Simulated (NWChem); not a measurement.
# Total energies of H2Sb

SMILES: [SbH2]
```xyz
3

Sb     0.0000     0.0000    -0.0461
H     -1.2234     0.0000     1.1743
H      1.2234     0.0000     1.1743
```
Charge 0, spin multiplicity 2.

All runs are NWChem calculations. The geometry was optimised at UB3LYP/def2-SVP with def2 effective core potentials on Sb, a minimum by its harmonic frequencies.

Basis set: def2-SVP (36 functions).

| method | total energy (Ha) |
|---|---|
| UHF | -240.39407 |
| UMP2 | -240.50252 |
| UB2PLYP | -241.12341 |
| UPBE | -241.39654 |
| UB3LYP | -241.49393 |
| UM06-2X | -241.32273 |

Total energies of different functionals aren't comparable as a measure of quality: only differences taken within one method are. 

Effective core potentials replace the inner electrons of Sb; spin-orbit coupling is left out. The correlated methods keep 4 core orbitals frozen. B3LYP has NWChem's definition, with VWN1-RPA local correlation. The structure started from a generated list of species. The unpaired electrons of the parent sit in orbitals of symmetry b2 (C2v labels of the run); other states weren't searched. No SCF solution was tested for a lower state. Open-shell Hartree-Fock references start from PBE0 orbitals.
